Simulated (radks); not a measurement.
The numbers below are computed, except where a source is named.
Isoelectronic series with 7 electrons, all held in the configuration [He] 2s2 2p3, which need not be the ground one along the series. Level of theory: scalar-relativistic Kohn-Sham, LDA (Slater exchange, Perdew-Wang correlation), spin-unpolarised, spherical densities, finite nucleus; Fermi nuclear charge, rms radius of each element as measured or else 0.836 A^(1/3) + 0.57 fm (a radial shooting solver on a logarithmic mesh with Libxc functionals). Total energies (hartree) and orbital eigenvalues (hartree):

ion    E (hartree)         2p         2s
N        -54.05456   -0.26604   -0.67696
Mg5+    -186.11219   -6.04036   -7.13383
Cl10+   -400.26610  -18.14622  -19.96662
Ti15+   -697.31178  -36.56084  -39.19589
Co20+  -1078.43069  -61.32138  -64.92594
Ge25+  -1545.16863  -92.48481  -97.30335
Rb30+  -2099.46462  -130.1241  -136.5168
Mo35+  -2743.68568  -174.3276  -182.8005
